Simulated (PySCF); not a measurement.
Working out the excitation energy of Ga

Ga [Ar] 3d10 4s2 4p1 (2P) → Ga [Ar] 3d10 4s2 5s1 (2S). Calculation: PySCF 2.14, in aug-cc-pVTZ-DK; scalar relativity by spin-free X2C-1e. Frozen: [Ar] 3d10. Energies in hartree (1 hartree = 27.21139 eV):

| part | Ga (lower) | Ga (upper) |
| --- | --- | --- |
| UHF | -1942.174419 | -1942.071304 |
| CCSD correlation | -0.046267 | -0.041616 |
| (T) | -0.000872 | -0.000585 |

Question: What does Hartree-Fock give?

Answer: (-1942.071304) − (-1942.174419) = 0.103115 hartree = 2.806 eV.

Question: What do CCSD and CCSD(T) give?

Answer: The CCSD correlation energies differ by 0.004651 hartree = 0.127 eV and the triples by 0.000287 hartree = 0.008 eV, so CCSD gives 2.933 eV and CCSD(T) 2.941 eV.

Measured between the centres of the two terms (NIST): 3.005 eV, so CCSD(T) (valence) is off by -0.064 eV.

What remains against the reference includes basis incompleteness, the frozen core and higher excitations.
